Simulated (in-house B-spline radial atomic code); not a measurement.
Radial electron density of Tb⁶⁺, [Kr] 4d10 (4f5/2)2 (4f7/2)6 5s2 (5p3/2)3. Level of theory: Dirac-Hartree-Fock, average of the jj configuration, Fermi nucleus of rms radius 5.06 fm; calculated with a radial B-spline atomic code at the basis-set limit.

Columns: r (bohr), 4πr²n(r) (electrons per bohr), bar.

```
0.000702    2.479 #
0.000864    3.503 #
 0.00106    4.897 ##
  0.0013    6.803 ###
  0.0016    9.433 ####
 0.00197    12.97 #####
 0.00242    17.58 #######
 0.00298    23.58 #########
 0.00366       31 ############
  0.0045    39.99 ###############
 0.00553    50.31 ###################
  0.0068    61.45 #######################
 0.00836    72.37 ############################
  0.0103    81.72 ###############################
  0.0126    87.56 #################################
  0.0155     89.1 ##################################
  0.0191     86.2 #################################
  0.0235    81.19 ###############################
  0.0288    78.41 ##############################
  0.0354     82.2 ###############################
  0.0436    93.92 ####################################
  0.0536    108.2 #########################################
  0.0658    115.2 ############################################
  0.0809    108.6 #########################################
  0.0995    93.95 ####################################
   0.122    86.71 #################################
    0.15    94.19 ####################################
   0.185    102.4 #######################################
   0.227    90.25 ##################################
   0.279       62 ########################
   0.343    44.17 #################
   0.422     47.4 ##################
   0.519    52.45 ####################
   0.637    43.54 #################
   0.784    27.33 ##########
   0.963    15.76 ######
    1.18    10.01 ####
    1.46    6.052 ##
    1.79    2.872 #
     2.2   0.8945 
     2.7   0.1679 
    3.32   0.0165 
    4.08 0.0007557 
    5.02 1.31e-05
```

On this grid the curve has 4 maxima, near 0.0155, 0.0658, 0.185, 0.519 bohr.

The 4f7/2 radial function P(r) = rR(r), positive near the nucleus, with its small component Q(r) (sign convention: Q ≈ (P' + κP/r)/2c):

```tsv
r (bohr)	P	Q
0.0288	0.001567	-8.495e-05
0.0436	0.006576	-0.0003431
0.0658	0.02485	-0.00123
0.0995	0.08309	-0.00383
0.15	0.2322	-0.009775
0.227	0.5257	-0.01964
0.343	0.908	-0.02934
0.519	1.141	-0.03098
0.784	1.014	-0.02221
1.18	0.6324	-0.01102
1.79	0.2476	-0.003514
2.7	0.04906	-0.0006027
4.08	0.003108	-3.485e-05
```
